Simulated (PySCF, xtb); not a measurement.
In(OH)2(OSiH3) (H5InO3Si), SMILES [O]([SiH3])[In]([OH])[OH].

GFN2-xTB run with xtb at its own geometry gives an orbital gap of 2.25 eV and a dipole moment of 2.48 D.

Geometry: PBE0-D3(BJ)/def2-SVP. The def2 effective core potentials stand for the cores of In; spin–orbit coupling is left out. The values are those of a single conformer.

Q: What does ωB97X/def2-TZVP run with PySCF give? (The exact figures need the calculation; the answer reports its results.)

A: gap 10.53 eV (levels -10.85 and -0.32 eV), dipole 3.35 D.
